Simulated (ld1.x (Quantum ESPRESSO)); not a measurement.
## Which change was made? (Li, TM)

Li (Z = 3), norm-conserving Troullier–Martins (Kleinman–Bylander form), made with ld1.x (Quantum ESPRESSO) 7.5 (PBEsol, scalar-relativistic). Core none, reference 1s2 2s1 2p0. Waves: 1s (bound): rc 0.50 bohr; 3d channel at 0.45 Ry: rc 4.00 bohr; 2p (bound, empty): rc 4.20 bohr. Local part: the p channel. Core correction: none.

Occupied shells without a wave of their own: 2s. They enter only through the test configuration that unscreens the potential.

Cutoffs, loose and tight: the cutoffs (Ry, on a coarse ladder) from which the occupation-weighted sum of valence levels, in a spherical-Bessel basis at the reference potential, stays within 10 and 1 mRy of its value at 400 Ry. They do not see the model core or the augmentation charge, which bear on the density cutoff. Test errors are all-electron minus pseudo excitation energies from the reference, over the configurations 1s2 2s0 2p0; 1s2 2s0.5 2p0; 1s2 2s0 2p1; 1s1 2s1 2p0; variants that change the core or the reference have their own tests.

The base gives: outcome: generated, misses its reference levels by 0.20 eV; cutoff, loose: 260 Ry; cutoff, tight: 300 Ry; bound ghosts: none; largest test error (meV): -405.

Question: After one change the result is: outcome: generated, misses its reference levels by 0.18 eV; cutoff, loose: 160 Ry; cutoff, tight: over 300 Ry; bound ghosts: none; largest test error (meV): -669. Which change was it?
A. all radii scaled by about 0.77 (s 0.38, p 3.26, d 3.10 bohr)
B. all radii scaled by about 1.40 (s 0.70, p 5.86, d 5.58 bohr)
C. all radii scaled by about 1.10 (s 0.54, p 4.62, d 4.40 bohr)
D. all radii scaled by about 0.90 (s 0.46, p 3.78, d 3.60 bohr)
E. all radii scaled by about 1.24 (s 0.62, p 5.22, d 4.98 bohr)

Answer: B. The others give: all radii scaled by about 0.77 (s 0.38, p 3.26, d 3.10 bohr) → outcome: generated, misses its reference levels by 0.15 eV; cutoff, loose: over 300 Ry; cutoff, tight: over 300 Ry; bound ghosts: d; largest test error (meV): -240 | all radii scaled by about 1.10 (s 0.54, p 4.62, d 4.40 bohr) → outcome: generated, misses its reference levels by 0.21 eV; cutoff, loose: 230 Ry; cutoff, tight: 300 Ry; bound ghosts: none; largest test error (meV): -513 | all radii scaled by about 1.24 (s 0.62, p 5.22, d 4.98 bohr) → outcome: generated, misses its reference levels by 0.21 eV; cutoff, loose: 180 Ry; cutoff, tight: over 300 Ry; bound ghosts: none; largest test error (meV): -609 | all radii scaled by about 0.90 (s 0.46, p 3.78, d 3.60 bohr) → outcome: generated, misses its reference levels by 0.19 eV; cutoff, loose: 300 Ry; cutoff, tight: over 300 Ry; bound ghosts: none; largest test error (meV): -293.
